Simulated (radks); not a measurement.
The lanthanum ion La+, configuration [Xe] 5d1 7f1 (not the ground configuration).

Calculated with a radial shooting solver on a logarithmic mesh with Libxc functionals: scalar-relativistic Kohn-Sham, r2SCAN, spin-unpolarised, spherical densities, finite nucleus; meta-GGA in the generalised Kohn-Sham scheme; Fermi nuclear charge, rms radius 4.855 fm.

Energy parts (Ry):
part                       energy
total                 -16986.8176
kinetic                17967.7100
electron-nucleus      -41060.5276
Hartree                 6512.7993
exchange-correlation    -406.7993

Orbitals (lengths in bohr, moments of r in powers of bohr; r(90%) holds 90 % of the orbital's charge):
\begin{tabular}{lrrrr}
orbital & occ. & eigenvalue (Ry) & <1/r> & r(90%) \\ \hline
1s & 2 & -2853.575 & 62.01 & 0.0452 \\
2s & 2 & -456.3405 & 14.29 & 0.166 \\
2p & 6 & -408.8501 & 13.55 & 0.153 \\
3s & 2 & -98.77999 & 5.187 & 0.418 \\
3p & 6 & -83.52585 & 4.909 & 0.424 \\
3d & 10 & -61.63169 & 4.646 & 0.406 \\
4s & 2 & -20.81051 & 2.145 & 0.939 \\
4p & 6 & -15.82042 & 1.980 & 1.01 \\
4d & 10 & -8.57560 & 1.722 & 1.15 \\
5s & 2 & -3.74086 & 0.8430 & 2.24 \\
5p & 6 & -2.49246 & 0.7266 & 2.60 \\
5d & 1 & -0.93650 & 0.5007 & 3.92 \\
7f & 1 & -0.09099 & 0.06158 & 32.2 \\
\end{tabular}

The highest occupied level is 7f at -1.238 eV. The electron density at the nucleus is 3.646e+05 e/bohr^3 (large components only). Summed over all electrons, <r^2> = 656.9 bohr^2, which gives a Langevin (diamagnetic) susceptibility term of -520 x 10^-6 cm^3/mol. The density falls to 0.001 e/bohr^3 at r = 3.97 bohr.
